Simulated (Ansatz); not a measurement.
Total energies of `CB(Cl)N([SiH3])[SiH3]`.

```tsv
atom	x (Å)	y (Å)	z (Å)
C1	-1.883	1.301	-0.165
B2	-0.409	0.921	-0.516
Cl3	0.415	2.013	-1.685
N4	0.357	-0.162	-0.034
Si5	2.011	-0.382	-0.609
Si6	-0.181	-1.363	1.125
H7	-1.904	2.299	0.285
H8	-2.386	0.611	0.511
H9	-2.472	1.378	-1.084
H10	2.483	-1.613	0.085
H11	2.884	0.748	-0.220
H12	2.058	-0.614	-2.071
H13	-0.147	-2.710	0.502
H14	-1.558	-1.068	1.580
H15	0.732	-1.360	2.297
```

Charge 0, multiplicity 1. The structure was optimised at the PBE0-D4/def2-TZVP level. It is one conformer, not always the lowest. Basis def2-TZVPP, Ansatz 0.2.0.

RPA on PBE orbitals: Hartree–Fock energy of these orbitals -1159.75019 Eh, correlation -1.62307 Eh (frozen core).

```csv
functional,kind,energy without D4 (Eh),D4 term (kJ/mol)
revPBE,GGA,-1162.25854,-121.3
B97M-V,meta-GGA with VV10,-1162.25853,–
B3LYP,"global hybrid, 20 %",-1162.58565,-69.5
r2SCAN0,"meta-GGA hybrid, 25 %",-1162.34161,-13.0
HSE06 (plane-wave form),screened hybrid,-1161.93673,-34.6
BHLYP,"global hybrid, 50 %",-1162.45170,-55.2
LC-ωPBE,long-range corrected hybrid,-1162.13175,–
ωB97X-V,range-separated hybrid GGA with VV10,-1162.32926,–
B2PLYP,double hybrid,-1162.03562,–
PBE-QIDH,double hybrid,-1161.70363,–
```

Q: Give the same for LDA (SPW92), PBE, BLYP, r2SCAN, PBE0, r2SCANh, CAM-B3LYP, ωB97M-V. (Estimate.)

A: Ansatz gave: 
```csv
functional,kind,energy without D4 (Eh),D4 term (kJ/mol)
LDA (SPW92),LDA,-1157.55336,–
PBE,GGA,-1161.84343,-43.1
BLYP,GGA,-1162.43317,-92.9
r2SCAN,meta-GGA,-1162.35991,-10.9
PBE0,"global hybrid, 25 % exact exchange",-1161.96548,-36.9
r2SCANh,"meta-GGA hybrid, 10 %",-1162.35205,-11.7
CAM-B3LYP,range-separated hybrid,-1162.47767,-37.9
ωB97M-V,range-separated hybrid meta-GGA with VV10,-1162.38778,–
```

B3LYP takes the VWN-RPA correlation (the form of Gaussian; ORCA's B3LYP/G). HSE06 is the plane-wave form, built on full-range PBE exchange. The double hybrids freeze the cores in their second-order part.

LC-ωPBE has ω = 0.4 bohr⁻¹.
